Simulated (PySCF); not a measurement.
Static response to an electric field

H₁₀O₃Si₄.
SMILES with atom numbers: `[SiH3:1][O:2][SiH:3]([O:4][SiH3:5])[O:6][SiH3:7]` (hydrogens: H8, H9, H10 on Si1; H11 on Si3; H12, H13, H14 on Si5; H15, H16, H17 on Si7)

Geometry (GFN2-xTB, Å), atoms numbered from 1 in this order:
```
atom  x, y, z in Å
Si1    0.1721    2.4864   -0.2810
O2     0.1870    1.4816    0.9910
Si3    0.1914   -0.0597    1.4641
O4    -1.2153   -0.7500    1.0840
Si5   -2.2771   -1.0398   -0.1060
O6     1.3967   -0.8507    0.7419
Si7    1.9660   -1.4015   -0.6727
H8    -0.1846    3.7628    0.3328
H9    -0.8188    2.0399   -1.2640
H10    1.5106    2.5030   -0.8739
H11    0.3752   -0.1164    2.8908
H12   -3.1062   -2.0964    0.4676
H13   -3.0307    0.1884   -0.3649
H14   -1.5733   -1.4709   -1.3171
H15    1.8194   -0.3772   -1.7106
H16    3.3646   -1.6814   -0.3591
H17    1.2158   -2.6060   -1.0328
```

Level: B3LYP/def2-SVPD (PySCF), static field, nuclei fixed, core orbitals frozen in the response. The polarisability tensor in these axes (au):

```
x   108.43   0.05  -1.24
y     0.05 108.59   0.39
z    -1.24   0.39  99.03
```

Problem. Give the principal values, the mean and the anisotropy Δα = √{½[(α1 − α2)² + (α2 − α3)² + (α1 − α3)²]}.

Solution. Principal values 98.85, 108.59 and 108.61 au; mean 105.35 au = 15.61 Å³ = 17.37 × 10⁻⁴⁰ C²·m²/J; Δα = 9.75 au (9 % of the mean).

Problem. What is the dipole moment, and where does it point?

Solution. (-0.18, 0.06, -1.38) D, 1.39 D in size, pointing from the negative to the positive side. Measured along this direction, the outermost atoms are H11 at the negative end and H15, H9 and H14 at the positive end.

Problem. Rayleigh depolarisation ratio (linearly polarised light, static tensor)?

Solution. ρ = 3Δα²/(45ᾱ² + 4Δα²) = 284.9/(499439 + 379.9) = 0.00057.

Problem. Form Σ f/ω² (atomic units) for the 8 lowest TDDFT singlets, given as eV and f, and set it beside the mean polarisability, which is this sum over all singlets: 6.92, 0.0001; 7.21, 0.0075; 7.21, 0.0075; 7.59, 0.0023; 7.60, 0.0023; 7.68, 0.0060; 7.95, 0.0009; 7.95, 0.0009.

Solution. They add up to 0.37 au, 0.4 % of the 105.35 au; the largest single term is 0.11 au, from the state at 7.21 eV. Terms in order: 0.00, 0.11, 0.11, 0.03, 0.03, 0.08, 0.01, 0.01 au. Higher excitations give the rest. The strengths listed sum to 0.028.

Problem. Estimate the molar refractivity from the static electronic polarisability.

Solution. Lorentz–Lorenz: R = (4π/3)N_A α = 2.5225 cm³/(mol·Å³) × 15.61 Å³ = 39.4 cm³/mol, in the limit of long wavelengths.

Problem. In a dilute gas of rigid molecules at 250 K, how does the orientational term μ²/3kT compare with the electronic polarisability?

Solution. In Gaussian units μ²/3kT = 18.65 Å³ against 15.61 Å³, a ratio of 1.19; the Debye molar polarisation (4π/3)N_A(α + μ²/3kT) is 86.4 cm³/mol, leaving out the vibrational part.

The structure is a single GFN2-xTB conformer in the gas phase; no vibrational or solvent corrections.

These values come from a run that also computed excited states. Time: 47 s. Hardware: one thread of an x86-64 server, no GPU, on a shared host.
